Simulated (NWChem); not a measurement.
System: SnH₄Se₂; SMILES [SeH][SnH2][SeH]

Input file for NWChem:

```
start job
memory heap 200 mb stack 900 mb global 1100 mb
geometry units angstroms
  Sn    -0.777546    -0.197098     0.062383
  Se     0.135404     2.114873     0.520734
  Se     1.040482    -1.816895    -0.615202
  H     -1.608778    -0.696206     1.475227
  H     -1.947349    -0.204941    -1.189536
  H      1.036574     2.090098    -0.601015
  H      1.979303    -1.325854     0.358727
end
basis spherical
  * library def2-svp
end
ecp
  Sn library def2-ecp
end
dft
  xc xpbe96 cpbe96
  disp vdw 4
  iterations 150
end
driver
  maxiter 120
end
task dft optimize
```

NWChem printed, in part:

```
             Northwest Computational Chemistry Package (NWChem) 7.3.0
             --------------------------------------------------------

 C2  symmetry detected

                             Geometry "geometry" -> ""
                             -------------------------

 Output coordinates in angstroms (scale by  1.889725989 to convert to a.u.)

  No.       Tag          Charge          X              Y              Z
 ---- ---------------- ---------- -------------- -------------- --------------
    1 Sn                  50.0000     0.00000000     0.00000000    -0.80932797
    2 Se                  34.0000     2.09571240     0.00828543     0.60359535
    3 Se                  34.0000    -2.09571240    -0.00828543     0.60359535
    4 H                    1.0000     0.08873737     1.36248268    -1.84458605
    5 H                    1.0000    -0.08873737    -1.36248268    -1.84458605
    6 H                    1.0000     1.57761058    -0.93850283     1.55554356
    7 H                    1.0000    -1.57761058     0.93850283     1.55554356

 Effective nuclear repulsion energy (a.u.)     961.9900507801

      Symmetry information
      --------------------

 Group name             C2
 Group number              4
 Group order               2
 No. of unique centers     4

                                Z-matrix (autoz)
                                --------

 Units are Angstrom for bonds and degrees for angles

      Type          Name      I     J     K     L     M      Value
      ----------- --------  ----- ----- ----- ----- ----- ----------
    1 Stretch                  1     2                       2.52753
    2 Stretch                  1     3                       2.52753
    3 Stretch                  1     4                       1.71347
    4 Stretch                  1     5                       1.71347
    5 Stretch                  2     6                       1.43911
    6 Stretch                  3     7                       1.43911
    7 Bend                     1     2     6                93.96306
    8 Bend                     1     3     7                93.96306
    9 Bend                     2     1     3               112.02494
   10 Bend                     2     1     4               106.98978
   11 Bend                     2     1     5               112.53791
   12 Bend                     3     1     4               112.53791
   13 Bend                     3     1     5               106.98978
   14 Bend                     4     1     5               105.65932
   15 Torsion                  2     1     3     7          41.15077
   16 Torsion                  3     1     2     6          41.15077
   17 Torsion                  4     1     2     6         164.92605
   18 Torsion                  4     1     3     7         -79.45614
   19 Torsion                  5     1     2     6         -79.45614
   20 Torsion                  5     1     3     7         164.92605

                           NWChem Geometry Optimization
                           ----------------------------

 maximum gradient threshold         (gmax) =   0.000450
 rms gradient threshold             (grms) =   0.000300
 maximum cartesian step threshold   (xmax) =   0.001800
 rms cartesian step threshold       (xrms) =   0.001200
 fixed trust radius                (trust) =   0.300000
 source of zmatrix                         =   autoz

          -------------------
          Energy Minimization
          -------------------

 Using diagonal initial Hessian
 Scaling for Hessian diagonals: bonds = 1.00  angles = 0.25  torsions = 0.10

          --------
          Step   0

                                 NWChem DFT Module
                                 -----------------

 Summary of "ao basis" -> "ao basis" (spherical)
 ------------------------------------------------------------------------------
       Tag                 Description            Shells   Functions and Types
 ---------------- ------------------------------  ------  ---------------------
 Sn                         def2-svp                10       26   4s4p2d
 Se                         def2-svp                12       32   5s4p3d
 H                          def2-svp                 3        5   2s1p

      Symmetry analysis of basis
      --------------------------

        a          56
        b          54

[...]

      ----------------------
      Optimization converged
      ----------------------

  Step       Energy      Delta E   Gmax     Grms     Xrms     Xmax
  ---- ---------------- -------- -------- -------- -------- --------
@    8   -5018.53300656 -1.3D-07  0.00001  0.00001  0.00050  0.00087
                                     ok       ok       ok       ok

                                Z-matrix (autoz)
                                --------

 Units are Angstrom for bonds and degrees for angles

      Type          Name      I     J     K     L     M      Value     Gradient
      ----------- --------  ----- ----- ----- ----- ----- ---------- ----------
    1 Stretch                  1     2                       2.56850    0.00001
    2 Stretch                  1     3                       2.56850    0.00001
    3 Stretch                  1     4                       1.72852    0.00001
    4 Stretch                  1     5                       1.72852    0.00001
    5 Stretch                  2     6                       1.48508   -0.00001
    6 Stretch                  3     7                       1.48508   -0.00001
    7 Bend                     1     2     6                91.33533   -0.00000
    8 Bend                     1     3     7                91.33533   -0.00000
    9 Bend                     2     1     3               111.89558    0.00001
   10 Bend                     2     1     4               104.29961   -0.00001
   11 Bend                     2     1     5               111.77989    0.00000
   12 Bend                     3     1     4               111.77989    0.00000
   13 Bend                     3     1     5               104.29961   -0.00001
   14 Bend                     4     1     5               113.00957   -0.00001
   15 Torsion                  2     1     3     7          59.18080   -0.00000
   16 Torsion                  3     1     2     6          59.18080   -0.00000
   17 Torsion                  4     1     2     6        -179.81403    0.00001
   18 Torsion                  4     1     3     7         -57.38626   -0.00000
   19 Torsion                  5     1     2     6         -57.38626   -0.00000
   20 Torsion                  5     1     3     7        -179.81403    0.00001

                         Geometry "geometry" -> "geometry"
                         ---------------------------------

 Output coordinates in angstroms (scale by  1.889725989 to convert to a.u.)

  No.       Tag          Charge          X              Y              Z
 ---- ---------------- ---------- -------------- -------------- --------------
    1 Sn                  50.0000     0.00000000     0.00000000    -0.76064135
    2 Se                  34.0000     2.12623662     0.08837475     0.67758490
    3 Se                  34.0000    -2.12623662    -0.08837475     0.67758490
    4 H                    1.0000     0.06966802     1.43978085    -1.71455339
    5 H                    1.0000    -0.06966802    -1.43978085    -1.71455339
    6 H                    1.0000     1.78228079    -1.20204260     1.32717804
    7 H                    1.0000    -1.78228079     1.20204260     1.32717804

 Effective nuclear repulsion energy (a.u.)     946.8197269433

      Symmetry information
      --------------------

 Group name             C2
 Group number              4
 Group order               2
 No. of unique centers     4

                Final and change from initial internal coordinates
                --------------------------------------------------

                                Z-matrix (autoz)
                                --------

 Units are Angstrom for bonds and degrees for angles

      Type          Name      I     J     K     L     M      Value       Change
      ----------- --------  ----- ----- ----- ----- ----- ---------- ----------
    1 Stretch                  1     2                       2.56850    0.04096
    2 Stretch                  1     3                       2.56850    0.04096
    3 Stretch                  1     4                       1.72852    0.01504
    4 Stretch                  1     5                       1.72852    0.01504
    5 Stretch                  2     6                       1.48508    0.04597
    6 Stretch                  3     7                       1.48508    0.04597
    7 Bend                     1     2     6                91.33533   -2.62773
    8 Bend                     1     3     7                91.33533   -2.62773
    9 Bend                     2     1     3               111.89558   -0.12937
   10 Bend                     2     1     4               104.29961   -2.69018
   11 Bend                     2     1     5               111.77989   -0.75802
   12 Bend                     3     1     4               111.77989   -0.75802
   13 Bend                     3     1     5               104.29961   -2.69018
   14 Bend                     4     1     5               113.00957    7.35025
   15 Torsion                  2     1     3     7          59.18080   18.03003
   16 Torsion                  3     1     2     6          59.18080   18.03003
   17 Torsion                  4     1     2     6        -179.81403   15.25992
   18 Torsion                  4     1     3     7         -57.38626   22.06988
   19 Torsion                  5     1     2     6         -57.38626   22.06988
   20 Torsion                  5     1     3     7        -179.81403   15.25992

[...]
```

Level: PBE-D3(BJ)/def2-SVP with def2 effective core potentials on Sn. Not confirmed as a minimum by frequencies. def2 effective core potentials on Sn; no spin-orbit coupling.
